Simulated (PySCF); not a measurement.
First SCF of a structure search on singlet PtO₂, at a hand-made linear geometry. PySCF input:

```python
from pyscf import gto, scf, dft
mol = gto.M(atom='''
Pt     0.000000     0.000000     0.000000
O      0.000000     0.000000     1.690000
O      0.000000     0.000000    -1.690000''',
    basis={'Pt': 'def2-TZVP', 'O': 'def2-TZVP'},
    ecp={'Pt': 'def2-TZVP'},
    charge=0, spin=0)
mf = dft.RKS(mol, xc='PBE0')
mf.grids.atom_grid = (50, 194)
aux = {'Pt': 'def2-universal-JKFIT', 'O': 'def2-universal-JKFIT'}
mf = mf.density_fit(auxbasis=aux)
mf.conv_tol = 1e-08
mf.diis_space = 10
mf.max_cycle = 60
mf.init_guess = 'minao'
mf.verbose = 4
mf.kernel()
```

Excerpt of the output (cycles and frontier levels):

```
init E= -254.48936630455
  HOMO = -0.63732582882405  LUMO = -0.609767089393905  gap/eV = 0.74991
cycle= 1 E= -269.437650156638  delta_E= -14.9  |g|= 0.821  |ddm|= 8.38
  HOMO = -0.169392522587303  LUMO = -0.0244103637068881  gap/eV = 3.94517
cycle= 2 E= -268.93559844774  delta_E= 0.502  |g|= 1.83  |ddm|= 2.22
  HOMO = -0.307735219161184  LUMO = -0.144914660241705  gap/eV = 4.43057
cycle= 3 E= -269.554863840583  delta_E= -0.619  |g|= 0.446  |ddm|= 1.48
  HOMO = -0.324721954125337  LUMO = -0.190004035848486  gap/eV = 3.66586
cycle= 4 E= -269.588590507656  delta_E= -0.0337  |g|= 0.0918  |ddm|= 0.244
  HOMO = -0.326966777326053  LUMO = -0.185108972425916  gap/eV = 3.86015
cycle= 5 E= -269.59003905789  delta_E= -0.00145  |g|= 0.0101  |ddm|= 0.0527
  HOMO = -0.327675160684983  LUMO = -0.185710812123083  gap/eV = 3.86305
cycle= 6 E= -269.590056519205  delta_E= -1.75e-05  |g|= 0.00172  |ddm|= 0.00928
  HOMO = -0.327765327281938  LUMO = -0.185783149500406  gap/eV = 3.86353
cycle= 7 E= -269.59005701858  delta_E= -4.99e-07  |g|= 0.000134  |ddm|= 0.00141
  HOMO = -0.327775646177624  LUMO = -0.185788364371336  gap/eV = 3.86367
cycle= 8 E= -269.590057021983  delta_E= -3.4e-09  |g|= 2.43e-05  |ddm|= 0.000123
  HOMO = -0.327770976002657  LUMO = -0.1857866055737  gap/eV = 3.86359
Extra cycle  E= -269.590057021  delta_E= 9.83e-10  |g|= 7.82e-05  |ddm|= 6.6e-05
converged SCF energy = -269.590057021
```

No lower solution of this spin was found from smeared starts or by a stability analysis within the restricted form, which does not test spin polarisation.

With an element this heavy the missing spin–orbit coupling can shift these numbers.

The search for the lowest solution, 3 starts and the stability check together, took about 50 core-seconds on a shared host.
